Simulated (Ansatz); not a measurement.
Q: Name a neutral molecule of S, Ti and H with HOMO–LUMO gap (PBE0/def2-TZVPP) between 4.75 and 5.05 eV and HOMO energy (PBE/def2-TZVPP) between -6.75 and -6.45 eV (Ansatz, PBE0-D4/def2-TZVP geometry).

A: `[SH][Ti]([SH])([SH])[SH]` (4.85 eV, -6.66 eV). Other molecules can fit too; these were computed, each in one conformer that needn't be the lowest.
